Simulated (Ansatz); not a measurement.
Born–Oppenheimer molecular dynamics of C2H11FSi2 (16 atoms, charge 0, multiplicity 1). It starts from a rough guess of a transition structure, not a stationary point.

Theory: UKS PBE0/STO-3G (Ansatz 0.2.0).

| Item | Value |
| --- | --- |
| ensemble | NVE (velocity Verlet) |
| time step | 0.5 fs |
| steps asked | 150 |
| starting velocities drawn for | 1000 K |
| seed | 345415 |

First frame:

```xyz
16
Properties=species:S:1:pos:R:3
Si -0.107 0.856 0.899
C -1.405 -0.563 -0.121
C -0.515 -1.685 -0.633
H 0.008 -0.085 2.063
H -0.903 1.908 1.524
Si 2.054 1.030 0.114
H -1.130 0.711 -0.615
F -0.713 1.834 -0.743
H -2.222 -0.419 -0.848
H -1.924 -0.862 0.785
H 0.222 -1.973 0.115
H -1.099 -2.572 -0.883
H 0.018 -1.375 -1.529
H 2.384 2.369 -0.367
H 2.360 0.092 -0.975
H 2.972 0.733 1.214
```

Q: How far do the bonds stretch over the last three quarters of this one trajectory? (Pairs bonded in most of those frames.)

A: 
```csv
bond,mean (Å),spread (Å),shortest,longest
Si1–C2,1.893,0.072,1.74,2.05
Si1–H4,1.456,0.028,1.41,1.50
Si1–H5,1.456,0.010,1.44,1.47
Si1–Si6,2.270,0.065,2.17,2.35
C2–C3,1.552,0.040,1.50,1.63
C2–H9,1.100,0.024,1.06,1.14
C2–H10,1.113,0.074,0.99,1.22
C3–H11,1.105,0.036,1.04,1.17
C3–H12,1.105,0.043,1.03,1.19
C3–H13,1.104,0.045,1.02,1.18
Si6–H14,1.448,0.029,1.40,1.50
Si6–H15,1.456,0.047,1.38,1.52
Si6–H16,1.454,0.035,1.40,1.50
H7–F8,1.015,0.089,0.87,1.14
```

Mean temperature of the second half: 1600 K. The conserved energy stayed within 1.2 meV per atom of its start (net change 0.72 meV per atom), so the integration is sound. The system heated up, since it started high on the potential surface and ran downhill. A run of 0.075 ps of so small a system gives no equilibrium averages. The orbitals stay closed-shell, which can raise the energy where a bond breaks towards radicals; this wasn't checked here. Limits of this set-up: minimal basis.

Run time: 8.3 min on 1 thread of Intel(R) Xeon(R) 6975P-C (Granite Rapids), on a shared host, peak memory 0.19 GiB.
